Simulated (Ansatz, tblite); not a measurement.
Forces on Al₂Cu₈ at its PBE-D4/def2-SVP geometry. Total charge 0; singlet.

The xTB rows come from tblite. The restricted singlet is unstable towards broken spin symmetry in Hartree–Fock (as tested in another run); at PBE-D4/def2-SVP this wasn't settled. Another isomer (singlet) lies 0.38 eV lower at PBE0-D4/def2-SVP; other spin states weren't run for this one.

GFN1-xTB (tblite), largest force 2.09 eV/Å:

```xyz
10
positions Å, forces eV/Å
Al   -2.780   -0.140   -0.016   -1.778   -0.670    0.192
Al    0.450    2.505   -0.853    0.983    1.748   -0.576
Cu   -0.542    0.038   -1.289   -0.018   -0.149   -0.767
Cu   -1.906    2.049   -0.758   -0.217    0.196   -0.067
Cu   -1.113   -1.712    0.564    0.392   -0.583    0.204
Cu    2.975   -1.386    0.553    0.098   -0.080    0.022
Cu    0.956   -1.750   -0.655    0.041   -0.380   -0.176
Cu    1.653    0.537   -0.149    0.528   -0.256    0.101
Cu    0.899   -0.958    1.630    0.041   -0.202    0.397
Cu   -0.594    0.816    0.974   -0.070    0.375    0.671
```

GFN2-xTB (tblite), largest force 1.12 eV/Å:

```
Al -0.204 0.182 -0.068
Al -0.357 -0.362 0.114
Cu 0.321 -0.657 -0.690
Cu 0.005 0.084 -0.013
Cu -0.550 -0.194 0.040
Cu 0.187 -0.042 0.008
Cu -0.217 -0.156 -1.067
Cu 0.803 0.681 -0.217
Cu -0.245 0.518 0.964
Cu 0.256 -0.055 0.928
```

PBE-D4/def2-SVP (Ansatz), largest force 0.03 eV/Å:

```
Al 0.004 0.003 -0.001
Al -0.003 -0.003 -0.001
Cu 0.013 -0.025 0.006
Cu 0.011 -0.010 0.017
Cu -0.002 0.014 -0.011
Cu -0.015 0.005 -0.010
Cu -0.005 0.018 0.014
Cu -0.001 -0.001 0.003
Cu 0.007 -0.006 -0.003
Cu -0.009 0.003 -0.014
```
